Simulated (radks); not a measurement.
The numbers below are computed, except where a source is named.
Pd3+, 43 electrons, occupied as [Kr] 4d7.

Code: a radial shooting solver on a logarithmic mesh with Libxc functionals. Model: scalar-relativistic Kohn-Sham, exchange-only PBE, spin-unpolarised, spherical densities, point nucleus.

Energy parts (hartree):
part                    energy
total              -5041.23967
kinetic             5231.42195
electron-nucleus  -12121.93893
Hartree             1989.49852
exchange            -140.22120

Orbitals (lengths in bohr, moments of r in powers of bohr; <r^-3> diverges for s and p1/2; r(max) is where P^2 peaks):
orbital  occ.  eigenvalue (hartree)   r(max)  <r^-3>      <r>
1s          2             -889.6315  0.02066       -  0.03185
2s          2             -131.1649   0.1168       -   0.1383
2p          6             -117.7529  0.09339    3504   0.1206
3s          2             -24.85534   0.3418       -   0.3793
3p          6             -20.44817   0.3350   618.3   0.3787
3d         10             -13.44928   0.2822   84.17   0.3576
4s          2              -4.58487   0.8489       -   0.9377
4p          6              -3.31191   0.9051   102.6    1.024
4d          7              -1.48516    1.058   8.846    1.314

The highest occupied level is 4d at -40.413 eV. The density falls to 0.001 e/bohr^3 at r = 3.16 bohr. For comparison, the ionisation energy in NIST's Atomic Spectra Database is 46 eV (theoretical). In exact Kohn-Sham theory the highest level is minus the ionisation energy, but local and semilocal functionals leave it too shallow, through self-interaction and a potential that decays too fast; potentials with the right tail come closer.

Beside tabulated values, note that spin-unpolarised runs miss the spin-polarisation part of the exchange energy of open shells.
